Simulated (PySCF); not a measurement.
SMILES c1(-c2ccccc2)ccccc1 (C12H10) (GFN2-xTB optimised geometry):

```
22

C      2.398     3.042     0.070
C      1.298     2.870     0.893
C      0.590     1.682     0.868
C      0.978     0.644     0.024
C      0.228    -0.622     0.000
C     -1.164    -0.622     0.000
C     -1.868    -1.811    -0.027
C     -1.192    -3.020    -0.046
C      0.193    -3.031    -0.042
C      0.898    -1.842    -0.023
C      2.088     0.827    -0.796
C      2.790     2.018    -0.775
H      2.948     3.972     0.088
H      0.990     3.664     1.558
H     -0.259     1.546     1.522
H     -1.696     0.319     0.000
H     -2.948    -1.797    -0.034
H     -1.742    -3.949    -0.064
H      0.725    -3.972    -0.053
H      1.978    -1.857    -0.006
H      2.389     0.036    -1.468
H      3.645     2.149    -1.423
```

Calculation: PySCF 2.14.0 with B3LYP/def2-SVP.

Q: What are the frontier orbital energies and the dipole moment?

A: HOMO-2 -7.06 eV, HOMO-1 -7.05 eV, HOMO -6.34 eV, LUMO -0.84 eV, LUMO+1 -0.25 eV; dipole moment 0.00 D.

Meta-Löwdin charges at B3LYP/def2-SVP: C1 -0.10, C2 -0.10, C3 -0.11, C4 0.01, C5 0.01, C6 -0.11, C7 -0.10, C8 -0.10, C9 -0.10, C10 -0.11, C11 -0.11, C12 -0.10, H13 0.10, H14 0.10, H15 0.10, H16 0.10, H17 0.10, H18 0.10, H19 0.10, H20 0.10, H21 0.10, H22 0.10.
